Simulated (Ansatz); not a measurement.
`[SiH3][Si@H]1O[C@@H]1Br` + `CC(=N)Cl` → `C/C(Cl)=N\[SiH3]` + `BrC1O[SiH2]1` at 500 K and 1 bar (cleavage of the Si–Si bond).

Program: Ansatz. Geometries: PBE0-D4/def2-TZVP. ΔE: electronic, gas phase. CCSD(T)/CBS adds triple-zeta CCSD(T) − MP2 to the extrapolated MP2 energy (def2 sets, frozen cores). For Br outer-core shells are correlated without core-valence functions, which leaves a few kJ/mol of doubt a bond. Scalar relativity is left out up to krypton. Each species was taken in one conformer, which may not be the lowest.

| species | CCSD(T)/CBS energy (Eh) | H − E (kJ/mol) | S (J/(mol·K)) |
| --- | --- | --- | --- |
| `[SiH3][Si@H]1O[C@@H]1Br` | -3267.67848 | 193.2 | 443.1 |
| `CC(=N)Cl` | -592.98219 | 189.5 | 336.5 |
| `C/C(Cl)=N\[SiH3]` | -883.27379 | 243.6 | 416.7 |
| `BrC1O[SiH2]1` | -2977.39659 | 132.2 | 354.9 |

H − E and S are ideal-gas, rigid-rotor, harmonic terms from PBE0-D4/def2-TZVP, for one conformer and one mirror image of each species. 1 Eh = 2625.50 kJ/mol, R = 8.31446 J/(mol·K).

**Question.** By hand: ΔE, ΔH, ΔS and ΔG.

**Answer.** ΔE = (-883.27379) + (-2977.39659) − (-3267.67848) − (-592.98219) = -0.00971 Eh = -25.5 kJ/mol. Δ(H − E) = 243.6 + 132.2 − 193.2 − 189.5 = -6.9, so ΔH = -32.4 kJ/mol. ΔS = 416.7 + 354.9 − 443.1 − 336.5 = -8.0 J/(mol·K). ΔG = -32.4 − 500 × (-8.0)/1000 = -28.4 kJ/mol.

**Question.** By hand: the equilibrium constant, and the temperature at which ΔG would vanish if ΔH and ΔS stayed fixed.

**Answer.** log₁₀ K = −ΔG/(RT ln 10) = 3.0. ΔG = 0 at ΔH/ΔS = 4050 K, far beyond where these terms or the molecules hold.

The number of gas molecules stays the same, so ΔS is small and ΔH decides. A doubt of 5 kJ/mol in ΔE shifts log₁₀ K by 0.5 here. Other conformers and mirror images would add mixing entropy, several J/(mol·K) or more a flexible species. These are equilibria of isolated gas molecules and say nothing of rates. Largest T1 diagnostic: 0.013 (customary marks: 0.02 for closed shells, 0.045 for open ones).
